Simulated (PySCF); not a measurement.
Species: CH8GeSi.
SMILES with atom numbers: `[SiH3:1][CH2:2][GeH3:3]` (hydrogens: H4, H5, H6 on Si1; H7, H8 on C2; H9, H10, H11 on Ge3)

Computed by this run: PySCF 2.14.0, PBE0-D3(BJ)/def2-SVP geometry optimisation, gas phase; density fitting, grid level 1; the optimiser is geomeTRIC in internal coordinates, started from a GFN2-xTB structure with every atom displaced at random (about 0.01 Å).

Step 0: E = -65540.8491 eV
```
atom  x, y, z in Å  |  force x, y, z in eV/Å
Si1     1.5174    0.6484    0.0092   -0.897  -0.307  -0.353
C2      0.2479   -0.7611   -0.1371    0.018   0.699   0.210
Ge3    -1.6318   -0.1848    0.0643    0.996  -0.420   0.476
H4      2.8816    0.1342   -0.1706    0.485  -0.124  -0.017
H5      1.2228    1.6571   -1.0507    0.080   0.088  -0.044
H6      1.3761    1.3044    1.3222    0.062   0.173   0.355
H7      0.4833   -1.5121    0.6222   -0.046  -0.221   0.239
H8      0.3794   -1.2407   -1.1080   -0.032  -0.167  -0.374
H9     -2.0093    0.8213   -0.9489   -0.205   0.813  -0.937
H10    -1.8569    0.4480    1.4166    0.038   0.236   0.566
H11    -2.5724   -1.3405   -0.0348   -0.499  -0.771  -0.121
```

Problem. Estimate the geometry and energy of step 1. (The exact step hangs on the optimiser's Hessian estimate; all steps are aligned on step 0, rigid shifts and turns removed.)

Solution. E = -65540.9433 eV, largest force 0.349 eV/Å
```
atom  x, y, z in Å  |  force x, y, z in eV/Å
Si1     1.4761    0.6511   -0.0090    0.189  -0.046   0.070
C2      0.2417   -0.7612   -0.1319   -0.026  -0.059  -0.029
Ge3    -1.6238   -0.1983    0.0854   -0.230   0.120  -0.111
H4      2.8803    0.1414   -0.1495   -0.059   0.021  -0.008
H5      1.2435    1.6699   -1.0782   -0.047  -0.015  -0.011
H6      1.3705    1.3319    1.3199   -0.035  -0.006  -0.019
H7      0.4725   -1.5219    0.6344   -0.005   0.066  -0.022
H8      0.3555   -1.2522   -1.1145   -0.041   0.035   0.043
H9     -1.9587    0.8779   -0.9968    0.037  -0.249   0.242
H10    -1.8143    0.4352    1.4893    0.014  -0.081  -0.170
H11    -2.6050   -1.3997   -0.0649    0.203   0.215   0.016
```

The energy changes by -0.0942 eV. The first-order estimate −F·Δx gives -0.2694 eV and the mean of the old and new forces, exact on a quadratic surface, -0.0994 eV. The step makes an angle of 50° with the force vector and moves no atom by more than 0.090 Å.

What follows is the cost of the whole optimisation. The run took 19 s of wall time on Arm Neoverse V1, one thread, shared host with 64 logical CPUs at a one-minute load of 32, and the process peaked at 0.48 GiB of memory.
